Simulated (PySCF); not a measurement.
B(Br)(Me)(NH2) (CH5BBrN), SMILES CB(N)Br. Geometry optimised at PBE-D3(BJ)/def2-SVP. The structure was generated by enumeration, and PubChem lists no compound with its InChIKey, so it may never have been made. Other conformers were not sampled.

Method: PySCF with PBE-D3(BJ)/def2-SVP.

Harmonic wavenumbers (cm⁻¹): 125, 249, 296, 391, 505, 510, 588, 817, 820, 854, 1090, 1262, 1346, 1380, 1407, 1541, 2971, 3058, 3065, 3508, 3616. Rotational constants (GHz): 8.156, 2.795, 2.109; symmetry number 1.

Problem. Work out the zero-point energy and the ideal-gas rigid-rotor harmonic-oscillator thermochemistry at 298.15 K and 1 atm.

Solution. ZPE = ½ Σ hcν = ½ × 29397 cm⁻¹ = 175.84 kJ/mol. H − E(el) = 193.11 kJ/mol. Entropy in J/(mol K): translation 168.64, rotation 110.06, vibration 40.44, total 319.14. G − E(el) = 97.96 kJ/mol. Cp = 87.91 J/(mol K). Modes under 150 cm⁻¹ make the vibrational entropy uncertain.
